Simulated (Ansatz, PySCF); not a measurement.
Torsion H4–S1–Si2–Cl3 in ClHSSi (SMILES S[Si]Cl); at each angle all else is relaxed with GFN2-xTB, and the levels are single points there.
Geometry at 180° (charge 0, multiplicity 1):
| atom | x (Å) | y (Å) | z (Å) |
|---|---|---|---|
| S | -1.2210 | 0.5228 | 0.4754 |
| Si | 0.7777 | 0.8211 | -0.3533 |
| Cl | 1.3313 | 2.4940 | 0.6777 |
| H | -1.4829 | -0.5609 | -0.2439 |

On the grid 0° to 330°, 270° is the highest and 180° the lowest point at CCSD(T)/CBS(cc-pV(T+d)Z, cc-pV(Q+d)Z).

Cores are frozen in the correlated methods. CBS(a, b) extrapolates the correlation energy as X⁻³ and adds the Hartree–Fock energy of set b.

Programs: Ansatz (Gaussian orbitals); PySCF for the dispersion terms. 

The comparison value is 492.2 meV (CCSD(T)/CBS(cc-pV(T+d)Z, cc-pV(Q+d)Z)). It is a level with limits of its own, not the exact answer.

Question: Order these levels by how close they come to the comparison value for the energy at 270° less that at 180°, closest first: PBE/def2-TZVPP, r2SCAN-D3(BJ)/def2-TZVPP, B3LYP-D3(BJ)/def2-TZVPP, SVWN5/def2-TZVPP. Give each level's value less the comparison value.

Answer: B3LYP-D3(BJ)/def2-TZVPP (13.9 meV), PBE/def2-TZVPP (25.8 meV), SVWN5/def2-TZVPP (35.4 meV), r2SCAN-D3(BJ)/def2-TZVPP (55.3 meV)

Ansatz is a quantum-chemistry and plane-wave program.
